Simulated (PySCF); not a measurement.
La⁴⁰⁺ (lanthanum, charge +40): UHF calculation

Configuration: [Ne] 3s2 3p5, 2P determinant. Computed with PySCF 2.14 in an even-tempered Gaussian basis (18 s from 7.3 bohr⁻², ratio 2.5; 12 p from 9.5 bohr⁻², ratio 2.5; 4 d from 42 bohr⁻², ratio 2.7; 4 f from 63 bohr⁻², ratio 2.7), with scalar relativity by spin-free X2C-1e.

```
Total energy                                                  : -7127.249211 hartree
One-electron energy                                           : -8013.0415 hartree
Hartree (Coulomb) energy                                      : 1011.5147 hartree
Exchange energy                                               : -125.7224 hartree
⟨S²⟩                                                          : 0.7505
⟨L²⟩                                                          : 2.002
Sum of ⟨r⟩                                                    : 2.606 bohr
Sum of ⟨r²⟩                                                   : 0.6189 bohr²
Traceless quadrupole moment −½Σ⟨3z² − r²⟩ along its main axis : 0.0299 e·bohr²
```

| shell | electrons | mean orbital energy (eV) | spread (eV) | rms radius, mean of both spins (bohr) |
| --- | --- | --- | --- | --- |
| 1s α | 1 | -41477.4 | 0 | 0.0286 |
| 1s β | 1 | -41472.1 | 0 | 0.0286 |
| 2s α | 1 | -8603.5 | 0 | 0.115 |
| 2s β | 1 | -8600.1 | 0 | 0.115 |
| 2p α | 3 | -7961.4 | 7.719 | 0.102 |
| 2p β | 3 | -7955.0 | 6.179 | 0.102 |
| 3s α | 1 | -3292.1 | 0 | 0.278 |
| 3s β | 1 | -3271.6 | 0 | 0.278 |
| 3p α | 3 | -3078.3 | 12.115 | 0.273 |
| 3p β | 2 | -3068.8 | 0 | 0.273 |

Spin-orbit coupling, absent here, splits the open shell strongly.

Densities and radii are taken from the X2C orbitals without a picture-change correction, which distorts them close to the nucleus.

Spin-orbit constants ζ (cm⁻¹) from the X2C one-electron operator on these orbitals: bare nucleus, nucleus screened by l(l+1)(2l+1)/3 electrons, and screened by the Breit-Pauli mean field of the electrons.

```json
{"shell": "2p", "bare": "2228000", "screened nucleus": "2150000", "mean field": "2119000"}
{"shell": "3p", "bare": "539200", "screened nucleus": "520200", "mean field": "513100"}
```

To first order the Landé constant is A = -513100 cm⁻¹, so the lowest level has J = 3/2 and lies 31.8 eV below the centre of the term. First order in ζ underestimates the shift of the j = l − 1/2 level at high Z.
